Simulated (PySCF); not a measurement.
Computed properties of Ga(F)(OH)(OMe) (CH₄FGaO₂), SMILES C[O][Ga]([OH])[F]

CH4FGaO2, SMILES C[O][Ga]([OH])[F]. The structure is a stationary point at PBE0-D3(BJ)/def2-SVP. The structure was generated by enumeration; whether it is a known compound was not checked. Other conformers were not sampled. All values are computed for the isolated molecule unless a solvent is named; none is compared with measurement here.

**Structure.** All 21 harmonic modes at PBE0-D3(BJ)/def2-SVP (PySCF) are real, so it is a minimum. With heavy atoms numbered as in [Ga:1]([F:2])([OH:3])[O:5][CH3:6], the shortest bond between them is O5–C6 at 1.405 Å and the longest Ga1–O3 at 1.769 Å.

**Vibrations.** The strongest infrared lines (harmonic, unscaled, degenerate partners summed) lie at 1155 cm⁻¹ (170 km/mol, O 40 %, C 37 %, H 23 %), 337 cm⁻¹ (117 km/mol, H 91 %, O 8 %), 751 cm⁻¹ (108 km/mol, O 46 %, Ga 27 %, F 27 %). The softest mode is at 30 cm⁻¹ and the zero-point energy is 36.1 kcal/mol.

**Electronic structure.** r2SCAN/def2-TZVP (PySCF) places the frontier levels at -7.07 and -1.88 eV, a gap of 5.19 eV, and gives a dipole moment of 1.69 D and a mean polarisability of 44.2 bohr³. PBE/def2-TZVP (PySCF) at the same geometry gives -6.74 and -2.22 eV, so its gap is 0.67 eV narrower. An orbital gap is neither the optical nor the fundamental gap.

**Excitations.** TDA-PBE0/def2-SVPD (PySCF) has S1 at 5.51 eV (225 nm, f = 0.006, weak); the most intense of the 10 singlets computed lies at 7.36 eV (f = 0.12). T1 (TDA) is at 5.16 eV, 0.35 eV under S1. TDA-PBE/def2-SVPD (PySCF) puts S1 at 4.57 eV. No vertical singlet excitation falls in the visible range (under 3.1 eV).

**NMR.** GIAO shifts at PBE0/pcSseg-1 (PySCF) (non-relativistic, atoms alike by connectivity averaged): ¹³C at 59.6 ppm against TMS; ¹H from 1.9 to 4.4 ppm against TMS; ¹⁹F at -198.2 ppm against CFCl3.
